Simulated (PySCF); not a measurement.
## Telling isomers of C7H8N2O apart by NMR

Method: shieldings: GIAO PBE0/pcSseg-1, GFN2-xTB structure, in PySCF 2.14.0 with density-fitted response routines (a single conformation, relativity neglected, equivalent nuclei averaged, no solvent model).

References, each an isolated molecule treated in the same way: TMS for ¹H and ¹³C. Where no couplings were computed, multiplicities follow the n + 1 count of equivalent neighbours, and m marks all less simple cases (inequivalent or close neighbours, rings, F or P nearby). Shifts are as computed. Against solution values, carbons near 30 ppm lie about +3 ppm off and those near 130 ppm about +5 ppm (rms about the fit 2.1 ppm; single classes can miss by 10 ppm). Of 1328 compounds with measured shifts, 309 miss one by over three times the rms of a fit or turn the order of signals round; such compounds aren't used in these exercises. Signals without a measured value on file couldn't be tested in this way; 1H shifts scatter by 0.2 ppm about their fit, and single ones miss by 0.5 ppm.

(1) Tabulate the signals of `CC(=O)c1ccnnc1C`, `C=Cc1nnc(C2CC2)o1` and their relative energies.

(2) What is the quickest way to tell CC(=O)c1ccnnc1C from C=Cc1nnc(C2CC2)o1?

Results:

(1) 
```tsv
SMILES	carbon types	δC	δH	E rel. (kcal/mol)
CC(=O)c1ccnnc1C	3×C 2×CH 2×CH3	208.6, 159.9, 155.5, 133.4, 126.4, 32.3, 26.1	9.77 (d, 1H), 7.30 (d, 1H), 3.20 (s, 3H), 2.67 (s, 3H)	0.0
C=Cc1nnc(C2CC2)o1	2×C 2×CH 3×CH2	176.8, 170.6, 130.0, 126.8, 14.3, 9.8	7.26 (m, 1H), 6.67 (m, 1H), 5.97 (m, 1H), 1.90 (m, 1H), 1.40 (m, 2H), 1.17 (m, 2H)	19.9
```

Energies are electronic energies at PBE0/pcSseg-1 on these geometries, without zero-point or thermal terms, each for the one conformer computed, which needn't be the lowest.

(2) Count the carbon signals: 7 against 6. The first has a methyl carbon α to a carbonyl (CH3) at 32.3 ppm, the second a terminal =CH2 carbon at 130.0 ppm. Their most deshielded carbons lie at 208.6 and 176.8 ppm. In the proton spectra the most deshielded non-exchanging signals are 9.77 (d, 1H) and 7.26 (m, 1H).
